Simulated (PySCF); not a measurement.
## UHF on Tl²⁺ (thallium, charge +2)

Configuration: [Xe] 4f14 5d10 6p1, 2P determinant (an excited configuration). Computed with PySCF 2.14 in def2-QZVPPD with the def2 core potential (60 electrons) (8s6p5d4f1g, 88 functions), with a scalar-relativistic core potential.

```
Total energy                                                  : -170.336236 hartree
One-electron energy                                           : -286.5944 hartree
Hartree (Coulomb) energy                                      : 129.8170 hartree
Exchange energy                                               : -13.5589 hartree
⟨S²⟩                                                          : 0.7573
⟨L²⟩                                                          : 2.022
Sum of ⟨r⟩                                                    : 24.67 bohr
Sum of ⟨r²⟩                                                   : 40.05 bohr²
Traceless quadrupole moment −½Σ⟨3z² − r²⟩ along its main axis : -3.98 e·bohr²
```

| shell | electrons | mean orbital energy (eV) | spread (eV) | rms radius, mean of both spins (bohr) |
| --- | --- | --- | --- | --- |
| 5s α | 1 | -173.04 | 0 | 0.953 |
| 5s β | 1 | -172.93 | 0 | 0.953 |
| 5p α | 3 | -114.04 | 0.140 | 1.08 |
| 5p β | 3 | -113.98 | 0.456 | 1.08 |
| 5d α | 5 | -42.267 | 0.266 | 1.45 |
| 5d β | 5 | -42.118 | 0.660 | 1.45 |
| 6p α | 1 | -19.590 | 0 | 3.17 |

Energies and moments cover only the electrons outside the core potential. Spin-orbit coupling, absent here, splits the open shell strongly.
